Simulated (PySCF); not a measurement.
C3H7O2, SMILES COC[CH]O, doublet at its CAM-B3LYP/def2-SVP optimised geometry (Å):

```
12

C     -0.2418     1.9517     0.8603
O      0.1491     0.6102     0.8540
C     -0.6077    -0.2160     0.0000
C      0.0479    -1.5534     0.0000
O      1.3990    -1.5534     0.0000
H     -1.2802     2.0727     1.2227
H      0.4296     2.4975     1.5369
H     -0.1760     2.4044    -0.1479
H     -0.6252     0.2408    -1.0192
H     -1.6618    -0.2941     0.3318
H     -0.4091    -2.4044    -0.5101
H      1.6618    -0.7196     0.4253
```

Computed with unrestricted CAM-B3LYP/def2-TZVP in PySCF. Cells within 0.4 Å of a nucleus heavier than hydrogen are left out (blank, or x).

Map of the log10 of the electron density (e/bohr³), floored at −4 on the plane z = 1.0 Å:

```
|0000000000000000000000000000000|
|0000000000000001110000000000000|
|0000000000011122222100000000000|
|0000000011223334433210000000000|
|0000000123344455554321000000000|
|0000001234555666665432000000000|
|0000001345677778876532100000000|
|0000012356788889886542100000000|
|00000123568999xx876532100000000|
|00000123567889xx876532100000000|
|0000012345678899876532100000000|
|0000001234567899987543100000000|
|000001123445689xx97643200000000|
|000001234455689xx98653210000000|
|000001234556689xx97654320000000|
|0000023456666788887654321000000|
|0000023456666677766555432100000|
|0000023456666666655566543100000|
|0000012345555666655666543100000|
|0000012234455666666666543100000|
|0000001223345666666666543200000|
|0000000112345666666666543100000|
|0000000011344566655665543100000|
|0000000001234555555555432100000|
|0000000001233444444444321000000|
|0000000000123333333332210000000|
|0000000000012222221111100000000|
|0000000000001111110000000000000|
|0000000000000000000000000000000|
|0000000000000000000000000000000|
|0000000000000000000000000000000|
```
Scale: ten equal steps from -4.00 (start of '0') to -0.278 (end of '9'), in the order '0123456789'; x runs from -4.50 to 4.50, y from -4.50 (bottom) to 4.50 (top).
